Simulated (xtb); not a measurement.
Cl$_{3}$SW, doublet, at a GFN2-xTB geometry (such geometries of metal compounds can be far from the true shape) (the multiplicity is a formal guess); GFN1-xTB (xtb).

xtb was given this input:
```
$ xtb mol.xyz --gfn 1 --uhf 1 --hess --json

# file mol.xyz
5

W      0.12070208     0.00324171     0.05559254
S      1.58902874    -0.87290878    -1.27642262
Cl     0.64241926     0.78946833     1.98969859
Cl    -1.06414172     1.47005103    -1.18127642
Cl    -1.59924304    -1.45206913     0.15092572
```

### Question
What does xtb print? Leave out banner, timings and long lists.

### Answer

```
   ID    Z sym.   atoms
    1   74 W      1
    2   16 S      2
    3   17 Cl     3-5

           -------------------------------------------------
          |                Calculation Setup                |
           -------------------------------------------------

           -------------------------------------------------
          |                 G F N 1 - x T B                 |
           -------------------------------------------------

          ...................................................
          :                      SETUP                      :
          :.................................................:
          :  # basis functions                  50          :
          :  # atomic orbitals                  45          :
          :  # shells                           15          :
          :  # electrons                        33          :
          :  # halogen bonds                     3          :
          :  max. iterations                   250          :
          :  Hamiltonian                  GFN1-xTB          :
          :  restarted?                      false          :
          :  GBSA solvation                  false          :
          :  PC potential                    false          :
          :  electronic temp.          300.0000000     K    :
          :  accuracy                    1.0000000          :
          :  -> integral cutoff          0.2500000E+02      :
          :  -> integral neglect         0.1000000E-07      :
          :  -> SCF convergence          0.1000000E-05 Eh   :
          :  -> wf. convergence          0.2000000E-04 e    :
          :  Broyden damping             0.4000000          :
          :  net charge                          0          :
          :  unpaired electrons                  1          :
          ...................................................

 iter      E             dE          RMSdq      gap      omega  full diag
   1    -18.9224769 -0.189225E+02  0.798E+00    0.52       0.0  T
   2    -18.9228460 -0.369103E-03  0.476E+00    0.44       1.0  T
   3    -18.8641330  0.587129E-01  0.387E+00    0.58       1.0  T
   4    -18.9267762 -0.626432E-01  0.316E-01    0.47       1.0  T
   5    -18.9269237 -0.147444E-03  0.700E-02    0.47       1.0  T
   6    -18.9269412 -0.175531E-04  0.107E-02    0.47       4.2  T
   7    -18.9269412 -0.192566E-07  0.109E-03    0.47      41.1  T
   8    -18.9269412 -0.106591E-08  0.633E-04    0.47      70.7  T
[...]
         :: total energy             -18.860995810609 Eh    ::
[...]
       3     86.99    -1.11108 ( 90.16%)    -0.89236 (  9.84%)    -1.08956
       4     99.89    -1.03055 ( 94.09%)    -0.85143 (  5.91%)    -1.01997
       5    128.36    -0.88567 ( 97.75%)    -0.77717 (  2.25%)    -0.88322
   ------------------------------------------------------------------------

   temp. (K)  partition function   enthalpy   heat capacity  entropy
                                   cal/mol     cal/K/mol   cal/K/mol   J/K/mol
 298.15  VIB   832.                 3028.145     13.598     21.272
         ROT  0.719E+06              888.752      2.981     29.781
         INT  0.598E+09             3916.897     16.579     51.053
         TR   0.560E+28             1481.254      4.968     43.187
         TOT                        5398.1513    21.5469    94.2395   394.2979

       T/K    H(0)-H(T)+PV         H(T)/Eh          T*S/Eh         G(T)/Eh
   ------------------------------------------------------------------------
    298.15    0.860250E-02    0.139787E-01    0.447762E-01   -0.307976E-01
   ------------------------------------------------------------------------

         :::::::::::::::::::::::::::::::::::::::::::::::::::::
         ::                  THERMODYNAMIC                  ::
         :::::::::::::::::::::::::::::::::::::::::::::::::::::
         :: total free energy         -18.891793363159 Eh   ::
         ::.................................................::
         :: total energy              -18.860995810609 Eh   ::
         :: zero point energy           0.005376150064 Eh   ::
         :: G(RRHO) w/o ZPVE           -0.036173702614 Eh   ::
         :: G(RRHO) contrib.           -0.030797552550 Eh   ::
         :::::::::::::::::::::::::::::::::::::::::::::::::::::

           -------------------------------------------------
          | TOTAL ENERGY              -18.860995810609 Eh   |
          | TOTAL ENTHALPY            -18.847017158903 Eh   |
          | TOTAL FREE ENERGY         -18.891793363159 Eh   |
          | GRADIENT NORM               0.046533333300 Eh/α |
          | HOMO-LUMO GAP               0.467109196615 eV   |
           -------------------------------------------------
########################################################################
[WARNING] Runtime exception occurred
-1- hessian_numhess: Hessian on incompletely optimized geometry!
########################################################################

normal termination of xtb
```
